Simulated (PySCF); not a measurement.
Field gradients at the hydrogen positions

Compound: C₄H₁₃PSi₃.
Structure used (GFN2-xTB), in Å, numbered top down from 1:
```
atom  x, y, z in Å
C1    -2.667   -2.628   -0.047
Si2   -1.844   -0.915   -0.051
P3    -1.223   -0.437    2.041
Si4   -0.803    1.758    1.859
C5     0.727    1.887    0.851
C6     1.740    1.880    0.194
C7     2.925    1.841   -0.618
Si8    2.812    0.405   -1.881
H9    -1.997   -3.379    0.361
H10   -2.935   -2.930   -1.055
H11   -3.571   -2.633    0.556
H12   -2.782    0.067   -0.619
H13   -0.619   -0.919   -0.858
H14   -2.503   -0.276    2.533
H15   -1.887    2.493    1.188
H16   -0.607    2.273    3.220
H17    3.796    1.707    0.027
H18    3.042    2.796   -1.135
H19    1.661    0.637   -2.752
H20    4.054    0.415   -2.660
H21    2.672   -0.857   -1.156
```

Level: PBE0/pcSseg-1 (PySCF, non-relativistic); Q(2H) = 0.00286 b; rigid geometry, the same for H and D, with no vibrational averaging.

**Question.** Rank these positions by the coupling χzz of a deuteron there, largest first.
A. H20 (Si–H hydrogen)
B. H17 (methylene hydrogen)
C. H14 (P–H hydrogen)
D. H11 (methyl hydrogen)

**Answer.** D (217 kHz), B (206 kHz), C (148 kHz), A (108 kHz).

**Question.** Tabulate Vzz, the asymmetry η and χzz = 234.96 MHz × Q × Vzz for every hydrogen position.

**Answer.** 
```
atom  bonded to  bond length (Å)  Vzz (au)     η  χzz (kHz)
  H9         C1            1.086    0.3228  0.01        217
 H10         C1            1.086    0.3262  0.01        219
 H11         C1            1.087    0.3234  0.01        217
 H12        Si2            1.472    0.1568  0.01        105
 H13        Si2            1.467    0.1612  0.01        108
 H14         P3            1.381    0.2201  0.08        148
 H15        Si4            1.471    0.1565  0.01        105
 H16        Si4            1.468    0.1583  0.01        106
 H17         C7            1.092    0.3073  0.03        206
 H18         C7            1.092    0.3074  0.03        207
 H19        Si8            1.463    0.1625  0.02        109
 H20        Si8            1.466    0.1603  0.01        108
 H21        Si8            1.461    0.1631  0.02        110
```

**Question.** Average by the element that carries the hydrogen.

**Answer.** on C: 213 kHz over 5 positions, mean bond length 1.089 Å; on Si: 107 kHz over 7 positions, mean bond length 1.467 Å; on P: 148 kHz over 1 position, mean bond length 1.381 Å.

**Question.** How does χzz go with the bond length over the 7 Si–H bonds?

**Answer.** A straight-line fit has a slope of -4.3 kHz for each 0.01 Å, with a correlation coefficient of -0.96, over lengths from 1.461 to 1.472 Å. The longer bonds have the smaller couplings here.

The structure is a single GFN2-xTB conformer in the gas phase; no vibrational or solvent corrections. GFN2-xTB bond lengths can be off by several hundredths of an ångström, more for odd bonds, and the gradients follow them. With a basis this small, the couplings can be 20 % off.
